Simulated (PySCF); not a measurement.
Computed with PBE0-D4/def2-TZVP in PySCF. All species are isolated molecules in the gas phase. One relaxed conformer stands for a flexible species; it need not be the lowest. Excitations are Tamm–Dancoff values on a coarser integration grid. The basis has no diffuse functions, so Rydberg states are missing or too high.

Reference species (SMILES): `O([SiH2]Cl)C` (C–O–Si–Cl torsion 180°) (neutral, multiplicity 1).

- HOMO–LUMO gap = 8.76 eV
- T1 excitation (TDA) = 6.90 eV

Changed species: `N[SiH2]Cl` (X = amino; the reference has X = methoxy).

Q: Predict the effect on the HOMO–LUMO gap and T1 excitation (TDA).

A: the HOMO–LUMO gap falls by 0.32 eV, to 8.44 eV; the T1 excitation (TDA) falls by 0.42 eV, to 6.48 eV.
